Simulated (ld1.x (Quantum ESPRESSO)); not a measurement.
# arsenic (As), TM: configuration errors across variants

| Property | Result |
| --- | --- |
| Element | As (Z = 33) |
| Generator | ld1.x (Quantum ESPRESSO) 7.5 |
| Type | norm-conserving Troullier–Martins (Kleinman–Bylander form) |
| Functional | PBE |
| Relativity | scalar-relativistic |
| Frozen core | [Ar] 3d10 |
| Valence charge | 5 |
| Reference configuration | 4s2 4p3 |
| Partial waves | 4p (bound): rc 1.40 bohr; 4d channel at -0.15 Ry: rc 1.50 bohr; 4s (bound): rc 1.20 bohr |
| Local potential | the s channel |
| Core correction | none |

All-electron excitation energies from the reference (eV): (1) 4s2 4p2 9.149; (2) 4s2 4p1 27.067; (3) 4s2 4p0 54.770; (4) 4s1 4p3 19.256; (5) 4s1 4p4 9.417; (6) 4s2 4p3.3 -1.234; (7) 4s1 4p0 105.417.

2 further variants failed, have other tests or another functional or relativity, and are left out.

A true bound ghost makes a file unfit for plane-wave use even where its test errors are small: the radial tests pick states by their node count and pass the ghost by.

Errors AE − PS in meV (a dash: test not solved or not reliable):

```tsv
change	(1)	(2)	(3)	(4)	(5)	(6)	(7)	bound ghosts
base	-5.1	-19	-0.4	-4.9	+12	-0.1	+129	p, d
core correction a·sin(br)/r model core inside 0.74 bohr	-5.9	-30	-78	-34	-13	-0.1	-338	p, d
wave 4d channel at -0.15 Ry: rc 1.50 bohr becomes 4d channel at -0.15 Ry: rc 1.06 bohr	-5.1	-19	-0.4	-4.9	+12	-0.1	+129	p
wave 4s (bound): rc 1.20 bohr becomes 4s (bound): rc 1.46 bohr	-4.4	-22	-36	+4.0	+11	0.0	+96	p, d
wave 4d channel at -0.15 Ry: rc 1.50 bohr becomes 4d channel at 1.98 Ry: rc 1.50 bohr	-5.1	-19	-0.4	-4.9	+12	-0.1	+129	p, d
wave 4d channel at -0.15 Ry: rc 1.50 bohr becomes 4d channel at -0.15 Ry: rc 1.76 bohr	-5.1	-19	-0.4	-4.9	+12	-0.1	+129	d, p
wave 4s (bound): rc 1.20 bohr becomes 4s (bound): rc 1.48 bohr	-4.3	-22	-35	+4.6	+12	0.0	+96	p, d
```

(1) Give the same row for: local potential all-electron potential smoothed inside 1.20 bohr (lloc = -1).

Results:

(1) -5.3, -38, -116, +21, +20, +0.1, -27; bound ghosts: d, s.
